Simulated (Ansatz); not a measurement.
Reactions of C$_{2}$H$_{5}$NO, SMILES `N=CCO`.

Isolated molecules relaxed with PBE0-D4/def2-TZVP in Ansatz; ΔE leaves out vibrations. CCSD(T)/CBS adds triple-zeta CCSD(T) − MP2 to the extrapolated MP2 energy (def2 sets, frozen cores). This one scheme is used for every species. DFT in def2-TZVPP. B3LYP here is the variant with VWN-RPA as its local correlation; programs differ in this. For Br, Se outer-core shells are correlated without core-valence functions, which leaves a few kJ/mol of doubt a bond. Scalar relativity is left out up to krypton. One conformer a species, not always the lowest.

```tsv
reaction	ωB97M-V (kJ/mol)	B3LYP-D4 (kJ/mol)	HF/CBS(def2) (kJ/mol)
`N=CCO` + HBr → `N=CBr` + CH₃OH	44	36	43
`N=CCO` + `N[SiH2][SiH3]` → `N[SiH2][SiH2]CO` + `C=N`	29	28	34
`N=CCO` + `O[SiH2]S` → `OCO[SiH2]S` + `C=N`	47	45	41
`N=CCO` + `C[SeH]` → `C[Se]CC=N` + H₂O	-34	-34	-14
`N=CCO` + H₂S → `N=CS` + CH₃OH	25	17	26
`N=CCO` + H₂S → `N=CCS` + H₂O	-17	-18	-12
```

(1) Give the CCSD(T)/CBS values in the same order. (Estimate.)

Largest T1 diagnostic: 0.014, for `N=CS`.

Answers

(1) Computed: 43, 27, 49, -47, 23, -26 kJ/mol.
